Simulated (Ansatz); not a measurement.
Reaction (ligand exchange at the Si–S bond): `F[SiH2]S[SiH](F)F` + `BN` → `BN[SiH2]F` + `F[SiH](F)S`

Computed with Ansatz on PBE0-D4/def2-TZVP structures; ΔE is electronic, products minus reactants. CCSD(T)/CBS is the MP2 limit (def2-TZVPP, def2-QZVPP) plus CCSD(T) − MP2 in def2-TZVPP, frozen cores. This one scheme is used for every species. DFT in def2-TZVPP. B3LYP here is the variant with VWN-RPA as its local correlation; programs differ in this. One conformer a species, not always the lowest.

`F[SiH2]S[SiH](F)F`:

Cartesian coordinates in Å:
```
F 0.946 0.732 2.239
Si 0.180 1.282 0.956
S 1.081 0.529 -0.826
Si -0.080 -1.214 -1.061
F -1.551 -0.860 -1.528
F -0.233 -1.976 0.319
H -1.232 0.857 1.042
H 0.350 2.748 0.918
H 0.538 -2.099 -2.058
```

`BN`:

```xyz
6

B    -0.631   -0.257    0.037
N     0.649    0.264   -0.038
H    -0.785   -1.358    0.481
H    -1.551    0.407   -0.345
H     0.851    1.181   -0.399
H     1.467   -0.237    0.264
```

`BN[SiH2]F`:

Z-matrix (Å, degrees):
```
Si
N 1 1.727
F 1 1.598 2 110.7
H 1 1.480 2 109.5 3 -116.8
H 1 1.475 2 108.4 3 118.5
B 2 1.404 1 125.5 3 -100.6
H 2 1.011 1 117.4 3 78.3
H 6 1.197 2 118.6 1 -0.9
H 6 1.196 2 119.8 1 179.4
```

`F[SiH](F)S`:

Z-matrix (Å, degrees):
```
Si
F 1 1.585
S 1 2.104 2 111.3
F 1 1.585 2 105.3 3 120.8
H 1 1.470 2 109.7 3 -121.2
H 3 1.346 1 93.3 2 58.6
```

| level | ΔE (kJ/mol) | difference from CCSD(T)/CBS |
| --- | --- | --- |
| LDA (SPW92) | 18.6 | 8.3 |
| PBE0-D4 | 19.8 | 9.5 |
| B3LYP-D4 | 13.3 | 3.0 |
| r2SCAN0-D4 | 15.4 | 5.1 |
| CAM-B3LYP-D4 | 8.2 | -2.1 |
| ωB97M-V | 12.3 | 2.0 |
| BLYP | 9.7 | -0.6 |
| r2SCAN | 17.0 | 6.7 |
| r2SCAN0 | 14.4 | 4.1 |
| BHLYP | 4.0 | -6.3 |
| CAM-B3LYP | 4.9 | -5.4 |
| MP2/def2-TZVPP | 10.1 | -0.2 |
| CCSD/def2-TZVPP | 4.4 | -5.9 |
| CCSD(T)/def2-TZVPP | 7.1 | -3.2 |
| HF/def2-QZVPP | -3.8 | -14.1 |
| SCS-MP2/def2-QZVPP | 7.4 | -2.9 |
| CCSD(T)/CBS | 10.3 | 0 |

Largest T1 diagnostic among the species: 0.012.

From PBE to PBE0 (25 % exact exchange), in def2-TZVPP and without D4, ΔE moves by −3.4 kJ/mol. In def2-TZVPP, CCSD(T) changes the Hartree–Fock value by +10.2 kJ/mol (the triples alone add +2.7 kJ/mol) and MP2 by +13.2 kJ/mol.

CCSD(T)/CBS has its own doubt, a few kJ/mol and more with outer-core shells, so smaller differences from it don't rank the levels.
